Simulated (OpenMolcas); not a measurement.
## Lines of Tl+: computed and rescaled rates

| Property | Result |
| --- | --- |
| Program | OpenMolcas |
| Method | SS-RASPT2, IPEA 0.25 Eh, imaginary shift 0.1 Eh (closed shells correlated: 5d) |
| Basis | ANO-RCC [11s10p9d6f4g] |
| Scalar Hamiltonian | DKH2, point nucleus |
| Active space | 2 electrons in 9 orbitals (RAS2 6s 6p; RAS3 6d, at most 2 electrons) |
| State averaging | 2S+1 = 3 even, 3 roots; 2S+1 = 1 even, 6 roots; 2S+1 = 3 odd, 3 roots; 2S+1 = 1 odd, 3 roots |
| Spin-orbit coupling | state interaction with AMFI integrals over the reference wave functions, term energies averaged over their components |

Rates come from the transition moments of the reference wave functions (E1 and E2 in the length form). At fixed line strength A goes as λ^-3 for E1 and M1 and as λ^-5 for E2, so a rate at the computed wavelength can be rescaled to the measured one. Measured vacuum wavelengths follow from level energies in NIST Handbook of Basic Atomic Spectroscopic Data. Branching counts decays inside the model space alone, at computed energies, and the table is only a selection of the E2 and M1 lines, drawn from those between levels with measured partners whose computed energy lies within a factor of 1.5 of the measured one.

```
      Upper        Lower  Type  λ computed (nm)  λ measured (nm)  A computed (s-1)  A rescaled (s-1)  Branching %
6s 6p 3P* 2  6s 6p 3P* 1    M1             1330             1071          5.56e+00          1.06e+01         96.2
6s 6p 3P* 2  6s 6p 3P* 0    E2            982.6            814.6          1.48e-01          3.78e-01          2.6
6s 6p 3P* 2  6s 6p 3P* 1    E2             1330             1071          7.08e-02          2.09e-01          1.2
```

The largest correction is for 6s 6p 3P* 2 → 6s 6p 3P* 1 (E2): 7.08e-02 × (1330 / 1071)^5 = 2.09e-01 s-1, a factor of 2.95.

No measured rate stands beside these. Rescaling mends the energy factor alone: line strengths can still be far off where a level mixes with configurations outside the active space, and weak or spin-changing lines hang on small mixing coefficients that depend on the term gaps too, so rescaling need not improve them.

The run also gave levels led by 6s 6d, which use shells meant for correlation; these and all levels above them are left out. Spin-orbit splittings of 6p shells tend to come out small when the coupling is added on scalar orbitals. Measured partners are found by configuration, term and J. A level has none where our copy of the source lacks it or the pairing is in doubt (some pairs that miss far off the trend of their configuration count as doubtful). Only configurations of the active space appear.

* marks odd parity.
